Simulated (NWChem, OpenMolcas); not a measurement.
**OpenMolcas → NWChem**

This OpenMolcas 26.06 job computes InSiH3OF (SMILES [F][In][O][SiH3]):

test.input:
```
&gateway
 baslib = $CurrDir
 coord
 7
 bohr
 F     -0.25227844    -4.62510469     3.44043538
 In    -1.43845953    -4.24886022    -0.05329028
 O     -0.89837580    -0.87248655    -1.60456645
 Si     0.35300084     1.79278317    -0.65422318
 H      0.14343021     3.66039950    -2.74520514
 H     -0.97925608     2.81342425     1.60721207
 H      3.07174982     1.47965556     0.00963760
 basis = def2-SVP
 group = NoSym

&seward

&scf
 uhf
 spin = 2
 thresholds = 1e-10 1e-07 1e-07 1e-05
 prorbitals = 1 2

&alaska
```

```bash
$ export MOLCAS_MEM=1860
$ pymolcas test.input > test.log
```

(Basis files named in the input come from the Basis Set Exchange and aren't shown.)

The coordinates come from a PBE0-D4/def2-TZVP relaxation. This is one conformer, not always the lowest.

It gives a total energy of -654.018016 Eh.

Write the same calculation for NWChem 7.3.0 as an ASE script.

One way, which was run:

run.py:
```python
from ase import Atoms
from ase.calculators.nwchem import NWChem

mol = Atoms('FInOSiHHH', positions=[
    [-0.133500, -2.447500, 1.820600],
    [-0.761200, -2.248400, -0.028200],
    [-0.475400, -0.461700, -0.849100],
    [0.186800, 0.948700, -0.346200],
    [0.075900, 1.937000, -1.452700],
    [-0.518200, 1.488800, 0.850500],
    [1.625500, 0.783000, 0.005100],
])

calc = NWChem(
    label='geom',
    theory='scf',
    memory='2200 mb',
    basis='def2-SVP',
    basispar='spherical bse',
    scf={'nopen': '1', 'uhf': None, 'thresh': '1e-08', 'maxiter': '80', 'print': 'low'},
    **{'ecp bse': {'In library': 'def2-SVP'}},
)
mol.calc = calc

forces = mol.get_forces()
print("Total energy (eV):", round(mol.get_potential_energy(), 6))
print("forces (eV/A):")
for s, f in zip(mol.symbols, forces):
    print(f"{s:2s} {f[0]:10.5f} {f[1]:10.5f} {f[2]:10.5f}")
```

```bash
$ export ASE_NWCHEM_COMMAND="nwchem PREFIX.nwi > PREFIX.nwo"
$ python run.py
```

Its energy is -654.018016 Eh, the same as the first but for the last digit, at most.
